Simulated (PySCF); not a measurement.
Species: C4H11B2ClO.
SMILES: `BCBO[C@@H](C)CCl`

Torsions of this conformer, `[BH2:1][CH2:2][BH:3][O:4][C@@H:5]([CH3:6])[CH2:7][Cl:8]`: B1–C2–B3–O4 -86°, C2–B3–O4–C5 1°, B3–O4–C5–C6 136°, O4–C5–C7–Cl8 175°.

The closed-shell ground state was solved at several levels (PySCF, density fitting, gas phase, non-relativistic). Isolated species at its PBE0-D3(BJ)/def2-SVP geometry (one conformer only).

```json
{"level": "CAM-B3LYP/def2-SVPD", "basis functions": "258", "HOMO (eV)": "-9.89", "LUMO (eV)": "-0.66", "gap (eV)": "9.23", "dipole (D)": "0.47"}
{"level": "B3LYP/pcSseg-1", "basis functions": "198", "HOMO (eV)": "-8.24", "LUMO (eV)": "-1.93", "gap (eV)": "6.31", "dipole (D)": "0.41"}
```

What might PBE0/pcSseg-1 (198 basis functions) give for the same quantities?

HOMO -8.48 eV, LUMO -1.73 eV, gap 6.75 eV, dipole 0.44 D.

Over all these levels, which gives the widest orbital gap and which the narrowest?

CAM-B3LYP/def2-SVPD (range-separated hybrid) has the widest, 9.23 eV, and B3LYP/pcSseg-1 (global hybrid, 20 % exact exchange) the narrowest, 6.31 eV. Functional and basis both differ between the two, so the spread mixes both effects.

How far do the dipole and the HOMO energy spread over the levels?

The dipole runs from 0.41 to 0.47 D (mean 0.44 D) and the HOMO from -9.89 to -8.24 eV.
